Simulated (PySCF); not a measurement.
# Electron correlation in Si (silicon, neutral)

[Ne] 3s1 3p2 3d1, one real determinant (an excited configuration). Calculation: PySCF 2.14, in dyall-av3z; scalar relativity by spin-free X2C-1e. Frozen: [Ne]; 4 electrons correlated; the 23 highest virtual orbitals of each spin left out.

```tsv
level	correlation energy (mhartree)
CCSD	-33.64
(T)	-3.27
CCSD(T)	-36.91
```

Diagnostics: T1 = 0.033, D1 = 0.0908, largest double amplitude 0.329.

The real determinant used has ⟨L²⟩ near 8 against 12 for a pure F term, so it mixes terms. The outer electron is Rydberg-like, and this basis confines it to a smaller radius and binds it less than a complete one would. T1 exceeds 0.03, a sign that the reference determinant is poor. A double-excitation amplitude exceeds 0.15, a sign of near-degeneracy.

Cost of the coupled-cluster step: about 2.8 core-seconds, for 4 correlated electrons.

The reference is one real determinant that mixes LS terms of this configuration.
